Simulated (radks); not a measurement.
Problem. These are the eigenvalues of the occupied orbitals of an atom or ion with whole-number occupations (Ry). All-electron calculation, scalar-relativistic Kohn-Sham, r2SCAN, spin-polarised, spherical densities, finite nucleus; meta-GGA in the generalised Kohn-Sham scheme; Fermi nuclear charge, rms radius of each element as measured or else 0.836 A^(1/3) + 0.57 fm. Program: a radial shooting solver on a logarithmic mesh with Libxc functionals.

| orbital | eigenvalue |
|---|---|
| 1s up | -158.3906 |
| 1s down | -158.3722 |
| 2s up | -17.23918 |
| 2s down | -17.22102 |
| 2p up | -13.46645 |
| 2p down | -13.44065 |
| 3s up | -4.39786 |

Which element is it, and in what charge state? The configuration may be excited. Open shells, if any, are filled with parallel spins first.

Solution. Z = 15, phosphorus, charge +4: P4+ in [Ne] 3s1. The list shows which subshells hold electrons but not how many an open one holds; the 1s level, -79.195 hartree, gives Z - s = 12.6 by -(Z - s)^2/2, which with screening and relativity narrows Z to a few neighbours, and the depths of the outer levels then fix element, charge and occupations together.
